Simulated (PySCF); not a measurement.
# How methods differ on the ionisation energy of Zr²⁺

Zr²⁺ [Kr] 4d2 [4d3/2^2, M_J = 2] → Zr³⁺ [Kr] 4d1 [4d3/2^1, M_J = 3/2], as a difference of total energies. All numbers are calculated (PySCF 2.14, the two-component X2C-1e Hamiltonian, in x2c-QZVPPall-2c (13s12p9d3f2g, 133 functions)). Correlated levels: [Ar] 3d10 frozen; the 34 highest virtual spinors dropped. "Screened" scales the spin-orbit matrix elements by Boettger's factors to mimic the two-electron term; Breit and QED terms are absent.

```tsv
method	ionisation energy (eV)
GHF (spin-free)	22.284
GMP2 (spin-free)	22.992
GHF (screened spin-orbit)	22.283
GMP2 (screened spin-orbit)	22.977
```

How much does correlation contribute at GMP2 (screened spin-orbit)?

22.977 − (22.283) = 0.694 eV, measured against GHF (screened spin-orbit).

The spin-free rows relax to the high-spin LS determinant and lack the spin-orbit shift.

The labels give the starting determinants; with spin-orbit coupling the two ends relaxed to ⟨J²⟩ = 7.37, ⟨L²⟩ = 11.94, ⟨S²⟩ = 1.98 and ⟨J²⟩ = 3.81, ⟨L²⟩ = 6.02, ⟨S²⟩ = 0.76.

The determinant of Zr²⁺ mixes levels of different J (the jj label is only the starting occupation), so the difference between spin-free and spin-orbit rows is not the physical spin-orbit shift.

For comparison: 23.170 eV (semi-empirical (NIST evaluation); NIST Atomic Spectra Database, ionization energies).
